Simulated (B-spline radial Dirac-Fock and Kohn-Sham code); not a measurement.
## Radiative decay of the L3 hole in Sb⁶⁺

System: the Sb⁶⁺ ion, [Kr] 4d9.

Model: a relativistic independent-particle model: LDA orbitals of the hole state, radiative multipoles to third order, Auger rates from the Coulomb interaction with a continuum orbital, Dirac-Fock energies. Program: a B-spline atomic structure program.

```tsv
line	multipole	energy (eV)	width (meV)	share (%)
L3-M1	E1	3187.1	5.84	3.02
L3-M4	E1	3597.2	16.7	8.66
L3-M5	E1	–	148	76.8
L3-N1	E1	3976.9	1.27	0.657
L3-N4	E1	4108.1	2.10	1.09
L3-N5	E1	4109.5	18.8	9.72
```

The listed lines hold 100.0 % of the radiative rate. A dash stands for an energy that rests on an unreliable hole state. The radiative width is 0.193 eV in the length form and 0.196 eV in the velocity form; the two differ because the transition energies are not eigenvalue differences of the potential that gave the orbitals.

Values without a named source are computed, but for edge energies of neutral atoms, which are taken from tables.
